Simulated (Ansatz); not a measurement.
Method: frozen-core CCSD(T)/cc-pVTZ // PBE0-D3(BJ)/def2-TZVP (Ansatz, a first-principles code).

Ansatz 0.2 input:
```yaml
crystal:
  periodic: [false, false, false]
  atoms:
    - { symbol: O, position_ang: [1.331933, 0.252191, -0.022371] }
    - { symbol: Si, position_ang: [-0.213891, -0.14225, 0.23795] }
    - { symbol: O, position_ang: [-1.177539, 0.818235, -0.620917] }
    - { symbol: F, position_ang: [-0.432497, -1.671492, -0.10446] }
    - { symbol: F, position_ang: [-0.627886, 0.015935, 1.748801] }
    - { symbol: H, position_ang: [2.022295, -0.347805, 0.262296] }
    - { symbol: H, position_ang: [-0.902413, 1.075188, -1.501299] }
basis:
  gaussian: { orbitals: cc-pVTZ }
correlation:
  method: ccsd_t
```

Output:

```
Functional definition: HF
1103 factors; integrals over basis functions are off by at most 1.1e-3 eV
mean field evaluation 1: about -17386.8436 eV, gradient 5.3e1 eV
mean field evaluation 2: about -17387.0342 eV, gradient 5.3e1 eV
mean field evaluation 4: about -17391.2916 eV, gradient 2.4e0 eV
mean field evaluation 8: about -17391.3230 eV, gradient 1.9e-1 eV
mean field evaluation 16: about -17389.7304 eV, gradient 3.1e1 eV
mean field -17391.32310996 eV, -639.1193360287 hartree, gradient 1.0e-6 eV, S^2 0.000000; 0 other end points of the search recorded, 0 dependent functions left out
9 core orbitals not correlated
reference -17391.32310996 eV, -639.1193360287 hartree; 16, 16 occupied and 157, 157 virtual orbitals, 1103 factors
second order -29.71816304 eV of doubles, -0.00000000 eV of singles
cycle   1  -29.21217597 eV  change    5.1e-1 eV  update   9.6e-2
cycle   2  -29.74842855 eV  change   -5.4e-1 eV  update   2.6e-2
cycle   3  -29.86679650 eV  change   -1.2e-1 eV  update   1.2e-2
cycle   4  -29.84649899 eV  change    2.0e-2 eV  update   2.2e-3
cycle   5  -29.84518582 eV  change    1.3e-3 eV  update   8.7e-4
cycle   6  -29.84583649 eV  change   -6.5e-4 eV  update   2.3e-4
cycle   7  -29.84568194 eV  change    1.5e-4 eV  update   7.6e-5
cycle   8  -29.84562809 eV  change    5.4e-5 eV  update   2.1e-5
cycle   9  -29.84563050 eV  change   -2.4e-6 eV  update   7.8e-6
perturbative correction -0.92827760 eV, -0.0341135725 hartree
Total energy: -17422.09701805 eV, -640.2502562919 hartree
```

Cost: very roughly 50 core-seconds.
